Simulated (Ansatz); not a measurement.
Start from `N=C(F)O[SiH3]` and change one atom or group to get `BC(=N)F`.

Ansatz, PBE0-D4/def2-TZVP geometries, multiplicity 1. Each molecule was computed in one conformer, which needn't be the lowest.

```json
{"property": "LUMO energy (PBE/def2-TZVPP) / eV", "`N=C(F)O[SiH3]`": "-1.33"}
{"property": "size of the dipole moment (PBE/def2-TZVPP) / D", "`N=C(F)O[SiH3]`": "3.39"}
{"property": "size of the dipole moment (B3LYP/def2-TZVPP) / D", "`N=C(F)O[SiH3]`": "3.56"}
{"property": "HOMO energy (ωB97M-V/def2-TZVPP) / eV", "`N=C(F)O[SiH3]`": "-10.99"}
{"property": "HOMO energy (PBE0/def2-TZVPP) / eV", "`N=C(F)O[SiH3]`": "-8.65"}
{"property": "zero-point energy (PBE0-D4/def2-TZVP) / kJ/mol", "`N=C(F)O[SiH3]`": "141.6"}
```

Task: What does the change do to each property? (Best estimate.)

Result: The calculation gave: 
```csv
property,`BC(=N)F`,shift
LUMO energy (PBE/def2-TZVPP) / eV,-3.87,-2.54
size of the dipole moment (PBE/def2-TZVPP) / D,2.31,-1.08
size of the dipole moment (B3LYP/def2-TZVPP) / D,2.59,-0.97
HOMO energy (ωB97M-V/def2-TZVPP) / eV,-10.96,0.03
HOMO energy (PBE0/def2-TZVPP) / eV,-8.57,0.08
zero-point energy (PBE0-D4/def2-TZVP) / kJ/mol,115.3,-26.3
```

With PBE0 the HOMO rises by 0.08 eV and the LUMO falls by 2.43 eV, so the gap narrows by about 2.51 eV. PBE moves the HOMO by -0.04 eV and ωB97M-V by 0.03 eV. The zero-point energy changes by -26.3 kJ/mol with -6 modes. Dipoles are sizes alone; their direction can turn.

B3LYP here is the variant with VWN-RPA as its local correlation; programs differ in this.
